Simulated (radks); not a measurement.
Results of a calculation; reference values are marked as such.
Removal energies from neutral thallium, [Hg] 6p1, by Delta-SCF beside the eigenvalue of the level emptied. Level of theory: scalar-relativistic Kohn-Sham, PBEsol, spin-polarised, spherical densities, finite nucleus; Fermi nuclear charge, rms radius of each element as measured or else 0.836 A^(1/3) + 0.57 fm (a radial shooting solver on a logarithmic mesh with Libxc functionals). Open shells are filled with parallel spins first.

removed from,final configuration,Delta-SCF (eV),-eigenvalue (eV)
6p,[Hg],5.317,2.630
6s,[Xe] 4f14 5d10 6s1 6p1,12.885,9.274
5d,[Xe] 4f14 5d9 6s2 6p1,20.976,15.387
5p,[Kr] 4d10 4f14 5s2 5p5 5d10 6s2 6p1,82.697,76.038
